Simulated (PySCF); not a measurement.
Point-charge models of `C/C(F)=P/CCC(F)(F)F` against its computed dipole.

Coordinates (GFN2-xTB, Å) and charges (e) from the PBE0/pcSseg-1 density (PySCF):

| atom | x | y | z | Mulliken | IAO | Hirshfeld | ESP-fitted |
| --- | --- | --- | --- | --- | --- | --- | --- |
| C1 | 3.333 | -0.353 | -0.200 | -0.2202 | -0.4404 | -0.1239 | -0.6460 |
| C2 | 1.902 | 0.009 | -0.045 | -0.0771 | +0.0676 | +0.0485 | +0.3238 |
| F3 | 1.314 | -0.592 | 1.020 | -0.2684 | -0.2627 | -0.0606 | -0.1409 |
| P4 | 1.057 | 1.054 | -1.055 | +0.2843 | +0.2655 | +0.0571 | -0.3175 |
| C5 | -0.637 | 1.012 | -0.249 | -0.5038 | -0.4349 | -0.1238 | +0.3488 |
| C6 | -1.368 | -0.303 | -0.514 | -0.2746 | -0.3030 | -0.0990 | -0.4333 |
| C7 | -2.802 | -0.225 | -0.030 | +0.7818 | +0.8096 | +0.2615 | +0.6175 |
| F8 | -3.507 | 0.721 | -0.672 | -0.2757 | -0.2892 | -0.0959 | -0.2237 |
| F9 | -2.893 | 0.058 | 1.277 | -0.2722 | -0.2860 | -0.0934 | -0.2110 |
| F10 | -3.460 | -1.381 | -0.219 | -0.2722 | -0.2870 | -0.1011 | -0.2084 |
| H11 | 3.744 | 0.142 | -1.076 | +0.1404 | +0.1701 | +0.0569 | +0.2194 |
| H12 | 3.441 | -1.433 | -0.308 | +0.1457 | +0.1676 | +0.0560 | +0.2001 |
| H13 | 3.897 | -0.055 | 0.685 | +0.1479 | +0.1686 | +0.0568 | +0.2046 |
| H14 | -1.212 | 1.842 | -0.669 | +0.1674 | +0.1595 | +0.0373 | +0.0244 |
| H15 | -0.532 | 1.177 | 0.825 | +0.1745 | +0.1625 | +0.0350 | -0.0437 |
| H16 | -0.888 | -1.130 | 0.013 | +0.1671 | +0.1700 | +0.0414 | +0.1313 |
| H17 | -1.395 | -0.530 | -1.582 | +0.1550 | +0.1622 | +0.0465 | +0.1546 |

Problem. Compute μ = Σ q r for each scheme (1 e·Å = 4.803 D) and compare with the dipole of the full density.

Solution. The full density gives (3.12, -0.33, -0.47) D, 3.18 D in size; dipole vectors point from the negative to the positive end.

| scheme | μx | μy | μz | size (D) | share of the full size (%) | angle to the full dipole (°) |
| --- | --- | --- | --- | --- | --- | --- |
| Mulliken | 5.82 | 0.67 | -3.32 | 6.74 | 212 | 24 |
| IAO | 5.13 | 1.03 | -3.25 | 6.16 | 194 | 28 |
| Hirshfeld | 2.69 | 0.07 | -0.80 | 2.80 | 88 | 11 |
| ESP-fitted | 3.20 | -0.31 | -0.49 | 3.25 | 102 | 1 |

Problem. Which set comes closest?

Solution. Length of the difference vector: ESP-fitted 0.08 D, Hirshfeld 0.68 D, IAO 3.68 D, Mulliken 4.05 D. Closest: ESP-fitted. The schemes that divide the density aren't constrained to reproduce the dipole.

Problem. What is left for the Hirshfeld atoms' own dipoles?

Solution. The Hirshfeld atoms' densities add up to the full density, so μ = Σ q r + Σ (atomic dipoles). The atomic dipoles sum to (3.12, -0.33, -0.47) − (2.69, 0.07, -0.80) = (0.43, -0.40, 0.33) D, 0.68 D in size.

Problem. With the origin at the mean of the coordinates, (0.000, 0.001, -0.165) Å, which are the largest single terms, by size, of the IAO dipole along the direction of the full one?

Solution. C7 -10.70, C1 -7.02, F8 +4.79, F10 +4.48, F9 +4.21 D; all 17 atoms together +5.42 D. The single terms depend on the origin, their sum doesn't.

Problem. Give the size of the full dipole in other units.

Solution. 3.18 D = 1.250 au = 0.661 e·Å = 10.60 × 10⁻³⁰ C·m.

Geometry: GFN2-xTB, one conformer, isolated molecule.

The run behind these numbers computed NMR shieldings as well. Hardware: one thread of an Arm Neoverse V1, no GPU, shared host. Cost: 39 s wall, 0.95 GiB resident at most.

The values belong to the conformer `[CH3:1]/[C:2]([F:3])=[P:4]/[CH2:5][CH2:6][C:7]([F:8])([F:9])[F:10]`: C2–P4–C5–C6 -73°, P4–C5–C6–C7 -172°, C5–C6–C7–F8 62°.
